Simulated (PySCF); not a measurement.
Computed shifts of a molecule CH₅ClGeO₂, PySCF with B3LYP/pcSseg-1, GIAO, gas phase, atoms alike by connectivity averaged where their shifts nearly agree, in ppm (number of nuclei): ¹³C: 6.6 (1). ¹H: 2.16 (1), 1.86 (1), 1.20 (3). References: ¹³C against TMS (σ = 181.3 ppm); ⁷³Ge against GeH4 (σ = 1631.8 ppm); ¹⁷O against H2O (σ = 333.8 ppm); ³⁵Cl against HCl (σ = 933.3 ppm); ¹H against TMS (σ = 31.68 ppm), references at their B3LYP-D3(BJ)/def2-TZVP geometries, non-relativistic (without spin–orbit terms, shifts of atoms bonded to Cl or Br come out too high). Geometry optimised at B3LYP-D3(BJ)/def2-SVP. Other conformers were not sampled.

Q: Which structure fits?
A. C[O][Ge@H]([OH])[Cl]
B. [CH3][Ge]([OH])([OH])[Cl]
C. O[CH2][Ge@@H]([OH])[Cl]

A: B, [CH3][Ge]([OH])([OH])[Cl]
